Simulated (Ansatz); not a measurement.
One change: `[NH2][GeH]1[CH2][O]1` becomes `[OH][GeH]1[CH2][O]1`.

Ansatz, PBE0-D4/def2-TZVP geometries, multiplicity 1. Each molecule was computed in one conformer, which needn't be the lowest.

Scalar relativity is left out up to krypton.

```
                                                                                  property  `[NH2][GeH]1[CH2][O]1`
                                                        HOMO energy (PBE0/def2-TZVPP) / eV                   -6.83
                                                       HOMO energy (B3LYP/def2-TZVPP) / eV                   -6.62
ideal-gas entropy at 298 K and 1 bar (rigid rotor, harmonic PBE0-D4/def2-TZVP) / J/(mol·K)                     314
                                            size of the dipole moment (PBE/def2-TZVPP) / D                    1.78
                                        size of the dipole moment (ωB97M-V/def2-TZVPP) / D                    1.96
                                                     HOMO–LUMO gap (B3LYP/def2-TZVPP) / eV                    6.38
```

Problem. Give the same properties after the change, and the shifts. (Best estimate.)

Solution. Ansatz gave: 
```csv
property,`[OH][GeH]1[CH2][O]1`,shift
HOMO energy (PBE0/def2-TZVPP) / eV,-7.22,-0.39
HOMO energy (B3LYP/def2-TZVPP) / eV,-7.02,-0.40
"ideal-gas entropy at 298 K and 1 bar (rigid rotor, harmonic PBE0-D4/def2-TZVP) / J/(mol·K)",312,-2
size of the dipole moment (PBE/def2-TZVPP) / D,2.09,0.31
size of the dipole moment (ωB97M-V/def2-TZVPP) / D,2.40,0.44
HOMO–LUMO gap (B3LYP/def2-TZVPP) / eV,6.26,-0.12
```

With PBE0 the HOMO falls by 0.39 eV and the LUMO falls by 0.51 eV, so the gap narrows by about 0.12 eV. PBE moves the HOMO by -0.43 eV and ωB97M-V by -0.38 eV. The zero-point energy changes by -32.4 kJ/mol with -3 modes. Dipoles are sizes alone; their direction can turn.

Positive LUMOs are unbound, so they and the gaps depend on the basis.

B3LYP here is the variant with VWN-RPA as its local correlation; programs differ in this.
